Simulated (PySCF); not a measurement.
An unknown gives this computed stick spectrum. The calculation used TDDFT CAM-B3LYP/def2-SVPD, vertical, gas phase, core orbitals frozen in the response (PySCF 2.14.0, density-fitted response routines). Geometries: GFN2-xTB, one conformer each.

```json
{"state": "S1", "ν̃ (cm⁻¹)": "29340", "f": "0.0016", "main configurations (H = HOMO, L = LUMO)": "H→L (96%)"}
{"state": "S2", "ν̃ (cm⁻¹)": "50080", "f": "0.0004", "main configurations (H = HOMO, L = LUMO)": "H-4→L (93%)"}
{"state": "S3", "ν̃ (cm⁻¹)": "50550", "f": "0.330", "main configurations (H = HOMO, L = LUMO)": "H-1→L (88%)"}
{"state": "S4", "ν̃ (cm⁻¹)": "54820", "f": "0.012", "main configurations (H = HOMO, L = LUMO)": "H-2→L (90%)"}
{"state": "S5", "ν̃ (cm⁻¹)": "56030", "f": "0.0080", "main configurations (H = HOMO, L = LUMO)": "H→L+1 (79%)"}
{"state": "S6", "ν̃ (cm⁻¹)": "58660", "f": "0.015", "main configurations (H = HOMO, L = LUMO)": "H-3→L (73%), H→L+1 (8%)"}
{"state": "S7", "ν̃ (cm⁻¹)": "61880", "f": "0.015", "main configurations (H = HOMO, L = LUMO)": "H-5→L (63%), H→L+2 (16%)"}
{"state": "S8", "ν̃ (cm⁻¹)": "61970", "f": "0.0007", "main configurations (H = HOMO, L = LUMO)": "H-1→L+1 (34%), H-1→L+3 (14%), H-3→L+3 (9%)"}
```

Triplets computed (Tamm–Dancoff): 3.01, 4.13, 5.82 eV.

**Question.** Which structure fits? All have the formula C3H6N2Si.
A. `C=NC[SiH2]C#N`
B. `C[SiH2]/N=C\C#N`
C. `N#CC/C=N\[SiH3]`
D. `[SiH3]n1ccnc1`
E. `C/C=N\[SiH2]C#N`

**Answer.** B. Its S1, at 3.64 eV, is the lowest among the candidates; the nearest of the others has S1 at 4.18 eV. S1 is HOMO→LUMO (96%). Löwdin shares by element: HOMO nitrogen 58% or more, carbon 12% or more, silicon 11%, hydrogen 7% or more; LUMO nitrogen 46%, carbon 42% or more. At the same level the other candidates give, for their lowest levels:
- `C=NC[SiH2]C#N`: 4.91 eV (f 0.002); 6.98 eV (f 0.006); 7.08 eV (f 0.312); 7.17 eV (f 0.004); 7.46 eV (f 0.002); T1 4.12 eV; HOMO -9.23, LUMO 0.11 eV
- `N#CC/C=N\[SiH3]`: 4.18 eV (f 0.001); 6.43 eV (f 0.013); 7.24 eV (f 0.019); 7.35 eV (f 0.051); 7.55 eV (f 0.012); T1 3.61 eV; HOMO -8.82, LUMO -0.09 eV
- `C/C=N\[SiH2]C#N`: 4.23 eV (f 0.001); 6.13 eV (f 0.029); 6.86 eV (f 0.007); 7.09 eV (f 0.076); 7.14 eV (f 0.002); T1 3.72 eV; HOMO -8.81, LUMO -0.02 eV
- `[SiH3]n1ccnc1`: 6.16 eV (f 0.002); 6.50 eV (f 0.132); 6.57 eV (f 0.002); 6.92 eV (f 0.001); 6.94 eV (f 0.012); T1 4.46 eV; HOMO -8.09, LUMO 0.80 eV

Shape of the structure used: `[CH3:1][SiH2:2]/[N:3]=[CH:4]\[C:5]#[N:6]`: C1–Si2–N3–C4 -118°.
